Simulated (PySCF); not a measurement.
Calculation: B3LYP-D3(BJ)/def2-TZVP // PBE0-D4/def2-TZVP (PySCF). All species are isolated molecules in the gas phase. One relaxed conformer stands for a flexible species; it need not be the lowest. B3LYP has the VWN-RPA correlation part, as in Gaussian. Delta-SCF ions had no search for a lower state. Excitations are Tamm–Dancoff values on a coarser integration grid. The basis has no diffuse functions, so Rydberg states are missing or too high.

Reference species (SMILES): `O[SiH3]` (neutral, multiplicity 1).

```json
{
  "T1 excitation (TDA)": "6.63 eV",
  "vertical ionisation energy (Delta-SCF)": "11.26 eV",
  "S1 excitation (TDA)": "7.00 eV"
}
```

After one change: the T1 excitation (TDA) falls by 0.35 eV; the vertical ionisation energy (Delta-SCF) falls by 0.43 eV; the S1 excitation (TDA) goes up by 0.19 eV.

Q: What was changed between the two runs? The new species is one of these.
A. `N#CC[SiH2]O`
B. `[C-]#[N+][SiH2]O`
C. `CC(C)[SiH2]O` (C–C–Si–O torsion -179°, C–Si–O–H torsion -78°)
D. `O[SiH2]O[SiH3]` (H–O–Si–O torsion 72°, O–Si–O–Si torsion 68°)

A: A, `N#CC[SiH2]O`
